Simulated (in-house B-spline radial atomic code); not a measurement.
Ionising the zirconium ion Zr⁸⁺ with different functionals

Computed with a B-spline radial code for spherical atoms: non-relativistic Hamiltonian, point nucleus, spin-polarised at highest spin, spherical fractional occupations for the functionals, and exact exchange of hybrids averaged over the configuration. The ionisation energy is the difference of two self-consistent energies, [Ar] 3d10 4s2 4p2 → [Ar] 3d10 4s2 4p1, without Breit or QED terms; ε is the level of the shell that loses the electron (its least bound occupied spin orbital). There is no spin-orbit coupling in this Hamiltonian.

```json
{"method": "PBE0", "rung": "global hybrid", "ΔSCF (eV)": "152.17", "-ε(4p) (eV)": "145.54"}
{"method": "B3LYP", "rung": "global hybrid", "ΔSCF (eV)": "152.26", "-ε(4p) (eV)": "145.08"}
{"method": "TPSSh", "rung": "global hybrid", "ΔSCF (eV)": "152.24", "-ε(4p) (eV)": "144.29"}
{"method": "M06-2X", "rung": "global hybrid", "ΔSCF (eV)": "152.27", "-ε(4p) (eV)": "148.12"}
{"method": "BHandHLYP", "rung": "global hybrid", "ΔSCF (eV)": "?", "-ε(4p) (eV)": "?"}
{"method": "r2SCAN0", "rung": "global hybrid", "ΔSCF (eV)": "152.49", "-ε(4p) (eV)": "145.99"}
{"method": "B97-1", "rung": "global hybrid", "ΔSCF (eV)": "?", "-ε(4p) (eV)": "?"}
{"method": "HSE06", "rung": "range-separated hybrid", "ΔSCF (eV)": "152.10", "-ε(4p) (eV)": "145.04"}
{"method": "wB97X", "rung": "range-separated hybrid", "ΔSCF (eV)": "151.91", "-ε(4p) (eV)": "147.97"}
{"method": "CAM-B3LYP", "rung": "range-separated hybrid", "ΔSCF (eV)": "152.24", "-ε(4p) (eV)": "147.04"}
{"method": "LC-wPBE", "rung": "range-separated hybrid", "ΔSCF (eV)": "152.23", "-ε(4p) (eV)": "148.54"}
```

Question: What does BHandHLYP give?

Answer: ΔSCF 152.08 eV, and -ε(4p) = 147.69 eV.

Question: What does B97-1 give?

Answer: ΔSCF 152.07 eV, and -ε(4p) = 145.09 eV.

Question: Among the functionals, which spreads more, the ΔSCF values or the orbital energies?

Answer: The orbital energies: ΔSCF values span about 0.58 eV and the orbital energies 4.25 eV; here energy differences depend much less on the functional than eigenvalues do.

Question: How do they compare with the NIST value?

Answer: NIST lists 153 eV ± 2.2 (tabulated theory, ground level to ground level). Errors run from -1.09 to -0.51 eV; all lie within about twice that uncertainty, so the table can't rank the methods.
